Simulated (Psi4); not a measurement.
CH$_{4}$AlO, charge +1, singlet, geometry from GFN2-xTB (such geometries of metal compounds can be far from the true shape); BLYP/6-311G** (Psi4 1.11).

Input for Psi4:
```
memory 2 GB

molecule mol {
1 1
Al    0.013786   -0.087715    0.059414
C    -0.239647    1.524787   -1.032807
H    -0.976327    2.176848   -0.546407
H    -0.600858    1.232866   -2.027178
H     0.718912    2.051165   -1.125314
O     0.221460   -1.409067    0.954425
H     0.345260   -2.196763    1.487967
}

set {
  basis 6-311g**
  reference rks
}

energy('blyp')
print_variables()
```

**Question.** Write the output that Psi4 gives for this input, abridged.

**Answer.** 
```
   => Loading Basis Set <=

    Name: 6-311G**
    Role: ORBITAL
    Keyword: BASIS

         ---------------------------------------------------------
                                   SCF
               by Justin Turney, Rob Parrish, Andy Simmonett
                          and Daniel G. A. Smith
                              RKS Reference
         ---------------------------------------------------------

  ==> Geometry <==

    Molecular point group: c1
    Full point group: C1

    Geometry (in Angstrom), charge = 1, multiplicity = 1:

       Center              X                  Y                   Z               Mass
    ------------   -----------------  -----------------  -----------------  -----------------
         AL           0.004949704605    -0.031493740705     0.021332378908    26.981538530000
         C           -0.248483295395     1.581008259295    -1.070888621092    12.000000000000
         H           -0.985163295395     2.233069259295    -0.584488621092     1.007825032230
         H           -0.609694295395     1.289087259295    -2.065259621092     1.007825032230
         H            0.710075704605     2.107386259295    -1.163395621092     1.007825032230
         O            0.212623704605    -1.352845740705     0.916343378908    15.994914619570
         H            0.336423704605    -2.140541740705     1.449885378908     1.007825032230

  Running in c1 symmetry.

  Rotational constants: A =      5.18697  B =      0.15020  C =      0.15020 [cm^-1]
  Rotational constants: A = 155501.34575  B =   4502.88454  C =   4502.88446 [MHz]
  Nuclear repulsion =   91.224043718488687

  Charge       = 1
  Multiplicity = 1
  Electrons    = 30
  Nalpha       = 15
  Nbeta        = 15

  ==> Algorithm <==

  SCF Algorithm Type is DF.
  DIIS enabled.
  MOM disabled.
  Fractional occupation disabled.
  Guess Type is SAD.
  Energy threshold   = 1.00e-06
  Density threshold  = 1.00e-06
  Integral threshold = 1.00e-12

  ==> Primary Basis <==

  Basis Set: 6-311G**
    Blend: 6-311G**
    Number of shells: 44
    Number of basis functions: 86
    Number of Cartesian functions: 89
    Spherical Harmonics?: true
    Max angular momentum: 2

  ==> DFT Potential <==

   => LibXC <=

    Version 7.1.2
    S. Lehtola, C. Steigemann, M. J. T. Oliveira, and M. A. L. Marques,  SoftwareX 7, 1–5 (2018) (10.1016/j.softx.2017.11.002)

   => Composite Functional: BLYP <=

    BLYP GGA Exchange-Correlation Functional

    P.J. Stephens et. al., J. Phys. Chem., 98, 11623-11627, 1994
    B. Miehlich et. al., Chem. Phys. Lett., 157(3), 200-206 1989

    Deriv               =              1
    GGA                 =           TRUE
    Meta                =          FALSE

    Exchange Hybrid     =          FALSE
    MP2 Hybrid          =          FALSE

   => Exchange Functionals <=

    1.0000     XC_GGA_X_B88

   => Correlation Functionals <=

    1.0000     XC_GGA_C_LYP

   => LibXC Density Thresholds  <==

    XC_GGA_C_LYP:  1.00E-14
    XC_GGA_X_B88:  1.00E-15

   => Molecular Quadrature <=

    Radial Scheme          =       TREUTLER
    Pruning Scheme         =           NONE
    Nuclear Scheme         =       TREUTLER

    Blocking Scheme        =         OCTREE
    BS radius alpha        =              1
    Pruning alpha          =              1
    Radial Points          =             75
    Spherical Points       =            302
    Total Points           =         153020
    Total Blocks           =           1215
    Max Points             =            256
    Max Functions          =             86
    Weights Tolerance      =       1.00E-15

   => Loading Basis Set <=

    Name: (6-311G** AUX)
    Role: JKFIT
    Keyword: DF_BASIS_SCF

  ==> Integral Setup <==

  SCF_SUBTYPE=INCORE selected. In-core MEM_DF algorithm will be used.
  Using in-core AOs.

  ==> MemDFJK: Density-Fitted J/K Matrices <==

    J tasked:                   Yes
    K tasked:                    No
    wK tasked:                   No
    Algorithm:                 Core
    Schwarz Cutoff:           1E-12
    Mask sparsity (%):       5.3272
    Fitting Condition:        1E-10

   => Auxiliary Basis Set <=

  Basis Set: (6-311G** AUX)
    Blend: CC-PVTZ-JKFIT
    Number of shells: 127
    Number of basis functions: 399
    Number of Cartesian functions: 477
    Spherical Harmonics?: true
    Max angular momentum: 4

  Minimum eigenvalue in the overlap matrix is 7.8770004877E-03.
  Reciprocal condition number of the overlap matrix is 1.2779676822E-03.
    Using symmetric orthogonalization.

  ==> Pre-Iterations <==

  SCF Guess: Superposition of Atomic Densities via on-the-fly atomic UHF (no occupation information).

   -------------------------
    Irrep   Nso     Nmo
   -------------------------
     A         86      86
   -------------------------
    Total      86      86
   -------------------------

  ==> Iterations <==

                           Total Energy        Delta E     RMS |[F,P]|

   @DF-RKS iter SAD:  -357.51236821212876   -3.57512e+02   0.00000e+00
   @DF-RKS iter   1:  -357.26759846346454    2.44770e-01   1.48749e-02 DIIS/ADIIS
   @DF-RKS iter   2:  -354.24910314248677    3.01850e+00   2.86879e-02 DIIS/ADIIS
   @DF-RKS iter   3:  -357.73555672190662   -3.48645e+00   7.22061e-03 DIIS/ADIIS
   @DF-RKS iter   4:  -357.87511696963304   -1.39560e-01   4.52886e-03 DIIS/ADIIS
   @DF-RKS iter   5:  -357.94999028317136   -7.48733e-02   6.83503e-04 DIIS/ADIIS
   @DF-RKS iter   6:  -357.95110374938048   -1.11347e-03   1.99701e-04 DIIS/ADIIS
   @DF-RKS iter   7:  -357.95124110231473   -1.37353e-04   3.09234e-05 DIIS
   @DF-RKS iter   8:  -357.95124639984994   -5.29754e-06   5.73906e-06 DIIS
   @DF-RKS iter   9:  -357.95124650675928   -1.06909e-07   1.53677e-06 DIIS
   @DF-RKS iter  10:  -357.95124651430018   -7.54090e-09   2.52283e-07 DIIS
  Energy and wave function converged.

  ==> Post-Iterations <==

   Electrons on quadrature grid:
      Ntotal   =   29.9999999579 ; deviation = -4.209e-08

    Orbital Energies [Eh]
    ---------------------

    Doubly Occupied:

[...]
    Virtual:

[...]
    Final Occupation by Irrep:
              A
    DOCC [    15 ]
    NA   [    15 ]
    NB   [    15 ]

  @DF-RKS Final Energy:  -357.95124651430018

   => Energetics <=

    Nuclear Repulsion Energy =             91.2240437184886872
    One-Electron Energy =                -668.6267042744484570
    Two-Electron Energy =                 253.4035870366498671
    DFT Exchange-Correlation Energy =     -33.9521729949902706
    Empirical Dispersion Energy =           0.0000000000000000
    VV10 Nonlocal Energy =                  0.0000000000000000
    Total Energy =                       -357.9512465143001805

Computation Completed

Properties will be evaluated at   0.000000,   0.000000,   0.000000 [a0]

Properties computed using the SCF density matrix

 Multipole Moments:

 ------------------------------------------------------------------------------------
     Multipole            Electronic (a.u.)      Nuclear  (a.u.)        Total (a.u.)
 ------------------------------------------------------------------------------------

 L = 1.  Multiply by 2.5417464519 to convert [e a0] to [Debye]
 Dipole X            :          0.4964792           -0.5176379           -0.0211586
 Dipole Y            :         -3.1589200            3.2935395            0.1346194
 Dipole Z            :          2.1396803           -2.2308637           -0.0911834
 Magnitude           :                                                    0.1639649

 ------------------------------------------------------------------------------------

  Variable Map:
  ----------------------------------------------------------------------------
[...]
  Array Variable Map:
  ----------------------------------------------------------------------------
[...]
[...]
```
